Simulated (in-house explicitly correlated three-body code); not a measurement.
Computed with an exponentially correlated three-body code. Model: two electrons around a point charge, non-relativistic, variational in 260 exponentially correlated functions (energies converged to about 1e-7 hartree, or 1e-8 relative for large Z).

The wave function depends on r1, r2 and r12, so the cusp where the electrons meet is built in. Binding is counted against the one-electron ion, and the quantum defect is n less (Z − 1)/√(2 × binding).

Command:
```bash
python run_hyl.py task.json out
```
Settings (lengths in bohr, energies in hartree):
```
Z                      4.3
interaction_strength   1
functions              260
states_tried           13
```

Cost of the run: 49 s on 1 thread of Intel(R) Xeon(R) Platinum 8259CL CPU @ 2.50GHz (Skylake/Cascade Lake), on a shared host.

**Those bound S and P states to n = 4 that converged, binding against the one-electron ion.**

Given: nuclear charge 4.3.

Computed: one-electron threshold -9.245 hartree.

```json
{"term": "1 1S", "energy (hartree)": "-15.9582066", "binding (eV)": "182.68", "quantum defect": "0.099396"}
{"term": "2 3S", "energy (hartree)": "-10.7969161", "binding (eV)": "42.23", "quantum defect": "0.12688"}
{"term": "2 1S", "energy (hartree)": "-10.6717446", "binding (eV)": "38.824", "quantum defect": "0.046444"}
{"term": "2 3P", "energy (hartree)": "-10.6631101", "binding (eV)": "38.589", "quantum defect": "0.040506"}
{"term": "2 1P", "energy (hartree)": "-10.5895426", "binding (eV)": "36.587", "quantum defect": "-0.012388"}
{"term": "3 3S", "energy (hartree)": "?", "binding (eV)": "?", "quantum defect": "?"}
{"term": "3 1S", "energy (hartree)": "-9.86904926", "binding (eV)": "16.981", "quantum defect": "0.046143"}
{"term": "3 3P", "energy (hartree)": "?", "binding (eV)": "?", "quantum defect": "?"}
{"term": "3 1P", "energy (hartree)": "-9.84533476", "binding (eV)": "16.336", "quantum defect": "-0.011634"}
{"term": "4 3S", "energy (hartree)": "-9.60665321", "binding (eV)": "9.8411", "quantum defect": "0.11981"}
{"term": "4 1S", "energy (hartree)": "-9.59329968", "binding (eV)": "9.4777", "quantum defect": "0.04613"}
{"term": "4 3P", "energy (hartree)": "-9.59224036", "binding (eV)": "9.4489", "quantum defect": "0.040103"}
{"term": "4 1P", "energy (hartree)": "-9.58340029", "binding (eV)": "9.2083", "quantum defect": "-0.011286"}
```

**Question.** What belongs in the row 3 3S?

**Answer.** energy (hartree): -9.90213655; binding (eV): 17.882; quantum defect: 0.12147.

**Question.** What belongs in the row 3 3P?

**Answer.** energy (hartree): -9.86656286; binding (eV): 16.914; quantum defect: 0.040241.

**Converged states only, values per electron or pair.**

```csv
term,mean r (bohr),mean r squared (bohr²),mean inverse r (1/bohr),mean r12 (bohr),mean inverse r12 (1/bohr),mean cosine,mean p1 dot p2 (bohr⁻²),delta r1 (bohr⁻³),delta r12 (bohr⁻³)
1 1S,0.38255,0.19765,3.9877,0.57041,2.378,-0.030679,0.46014,21.622,1.9651
2 3S,0.97951,1.5907,2.5933,1.6648,0.70897,-0.0095689,0.031322,13.659,-
2 1S,1.0439,1.8439,2.5718,1.7797,0.7744,-0.012634,0.037663,13.536,0.28441
2 3P,0.89541,1.3335,2.574,1.5144,0.81045,-0.063533,-0.85719,12.487,-
2 1P,?,?,?,?,?,?,?,?,?
3 3S,2.0623,8.1732,2.3419,3.7982,0.33648,-0.0030037,0.0089042,12.933,-
3 1S,?,?,?,?,?,?,?,?,?
3 3P,2.0141,7.8859,2.3366,3.7061,0.36172,-0.016303,-0.21,12.611,-
3 1P,2.0835,8.4787,2.3323,3.8353,0.36684,0.0067638,0.21099,12.66,0.019158
4 3S,3.5996,26.473,2.2567,6.8627,0.1942,-0.001274,0.0036691,12.768,-
4 1S,3.7276,28.493,2.2544,7.1172,0.20093,-0.0017178,0.004796,12.759,0.034894
4 3P,3.587,26.508,2.2545,6.839,0.2041,-0.0065366,-0.0828,12.637,-
4 1P,3.6791,27.946,2.2527,7.0194,0.20644,0.0027193,0.086684,12.656,0.0083877
```

**Question.** What belongs in the row 2 1P?

**Answer.** mean r (bohr): 0.94329; mean r squared (bohr²): 1.4983; mean inverse r (1/bohr): 2.5583; mean r12 (bohr): 1.5708; mean inverse r12 (1/bohr): 0.8224; mean cosine: 0.025875; mean p1 dot p2 (bohr⁻²): 0.76414; delta r1 (bohr⁻³): 12.685; delta r12 (bohr⁻³): 0.057346.

**Question.** What belongs in the row 3 1S?

**Answer.** mean r (bohr): 2.158; mean r squared (bohr²): 9.021; mean inverse r (1/bohr): 2.3362; mean r12 (bohr): 3.9861; mean inverse r12 (1/bohr): 0.35347; mean cosine: -0.0040062; mean p1 dot p2 (bohr⁻²): 0.011343; delta r1 (bohr⁻³): 12.908; delta r12 (bohr⁻³): 0.083474.

**Electric-dipole lines between converged S and P states, rate of the upper state's decay.**

```csv
s state,p state,p minus s (eV),oscillator strength from s,rate (1/s)
1 1S,2 1P,146.09,0.57156,1.7643e+11
1 1S,3 1P,166.34,0.12993,5.1999e+10
1 1S,4 1P,173.47,0.050243,2.1867e+10
2 1S,2 1P,2.2368,0.1363,9.8641e+06
2 1S,3 1P,22.488,0.3157,2.3092e+09
2 1S,4 1P,29.615,0.083899,1.0643e+09
3 1S,2 1P,-19.606,-0.074181,1.2373e+09
3 1S,3 1P,0.6453,0.23537,1.4176e+06
3 1S,4 1P,7.7729,0.3351,2.9284e+08
4 1S,2 1P,-27.109,-0.015407,4.9133e+08
4 1S,3 1P,-6.8582,-0.16348,3.3365e+08
4 1S,4 1P,0.26938,0.32683,343020
2 3S,2 3P,?,?,?
2 3S,3 3P,25.316,0.26613,2.4671e+09
2 3S,4 3P,32.781,0.074203,1.1533e+09
3 3S,2 3P,-20.707,-0.083798,1.5591e+09
3 3S,3 3P,?,?,?
3 3S,4 3P,8.4327,0.28027,2.8826e+08
4 3S,2 3P,-28.748,-0.016563,5.9397e+08
4 3S,3 3P,-7.0725,-0.18738,4.0671e+08
4 3S,4 3P,0.39219,0.44766,995950
```

**Question.** What belongs in the row 2 3S 2 3P?

**Answer.** p minus s (eV): 3.641; oscillator strength from s: 0.195; rate (1/s): 3.7392e+07.

**Question.** What belongs in the row 3 3S 3 3P?

**Answer.** p minus s (eV): 0.96801; oscillator strength from s: 0.32556; rate (1/s): 4.4125e+06.

**Functionals on the exact density and self-consistent, errors are functional minus exact, hybrids only self-consistent, a dash where a self-consistent run leaves the top level unbound.**

```tsv
result	exchange error (millihartree)	correlation error (millihartree)	functional driven error (millihartree)	density driven error (millihartree)	self consistent total error (millihartree)	top level plus exact binding (eV)
PBE0	-	-	-	-	29.793	17.394
PW91	35.531	-9.7437	25.787	-1.2841	24.503	23.273
revTPSS	-3.3967	-5.2334	-8.6301	-0.20828	-8.8384	21.447
wB97X	-	-	-	-	-28.48	15.699
M06-L	-27.767	-5.4628	-33.23	-2.2974	-35.527	20.809
SCAN	-4.3341	2.5885	-1.7456	-0.30653	-2.0521	21.066
PBE	42.97	-1.8432	41.127	-1.2473	39.88	23.556
HSE06	-	-	-	-	26.796	17.79
LDA VWN5	346.8	-110.81	235.99	-2.3035	233.68	25.231
r2SCAN	-4.3341	2.5885	-1.7456	-0.30653	-2.0521	21.066
BLYP	13.533	-4.8765	8.6567	-1.5048	7.152	23.1
OLYP	9.1809	-4.8765	4.3043	-1.4528	2.8515	23.174
BP86	?	?	?	?	?	?
LDA PW92	?	?	?	?	?	?
RPBE	1.209	-1.8432	-0.63422	-1.3253	-1.9595	23.304
B3LYP VWN-RPA	-	-	-	-	3.8215	18.16
TPSS	-3.9265	-2.7624	-6.6889	-0.32495	-7.0138	21.82
PBEsol	149.61	-14.604	135	-1.2811	133.72	24.544
r2SCAN0	-	-	-	-	-0.81204	15.577
AM05	267.56	-90.193	177.36	-1.5488	175.81	25.059
```

**Question.** What belongs in the row BP86?

**Answer.** exchange error (millihartree): 13.533; correlation error (millihartree): -5.4606; functional driven error (millihartree): 8.0726; density driven error (millihartree): -0.78385; self consistent total error (millihartree): 7.2888; top level plus exact binding (eV): 23.306.

**Question.** What belongs in the row LDA PW92?

**Answer.** exchange error (millihartree): 346.8; correlation error (millihartree): -109.99; functional driven error (millihartree): 236.81; density driven error (millihartree): -2.3095; self consistent total error (millihartree): 234.5; top level plus exact binding (eV): 25.242.

The density-driven part is never positive, since each functional's own density lowers its energy. Here it is small beside the functional-driven part (median ratio 0.05), the normal case.
